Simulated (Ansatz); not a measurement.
Ag₃O⁺ (the lowest singlet isomer of a short search). Charge 1, multiplicity 1. Geometry B3LYP-D4/def2-SVP, basis def2-TZVP, Ansatz.

```xyz
4

Ag    1.564    0.061    1.353
Ag    0.298    0.612   -1.954
Ag   -1.880   -0.604    0.619
O     0.017   -0.069   -0.018
```

```csv
run,HOMO (eV),LUMO (eV)
A,-10.15,-7.52
B,-12.94,-5.00
C,-13.15,-4.74
D,-9.64,-8.31
E,-10.76,-7.13
F,-10.70,-7.62
```

In the def2 sets Ag takes a core potential; there is no spin–orbit coupling. LC-ωPBE has ω = 0.4 bohr⁻¹. B3LYP takes the VWN-RPA correlation. The structure comes from a short search, and lower isomers may exist.

Task: The runs used B3LYP, LC-ωPBE, PBE, PBE0, r2SCANh, ωB97X-V. Estimate which is which.

Result: A r2SCANh (10 % exact exchange); B ωB97X-V (range-separated); C LC-ωPBE (range-separated); D PBE (0 % exact exchange); E PBE0 (25 % exact exchange); F B3LYP (20 % exact exchange). Exact exchange lowers occupied and raises empty levels; among semilocal functionals meta-GGAs tend to open the gap a little, and such runs are hard to tell apart. The gap grows from 1.33 eV (PBE) to 8.41 eV (LC-ωPBE).
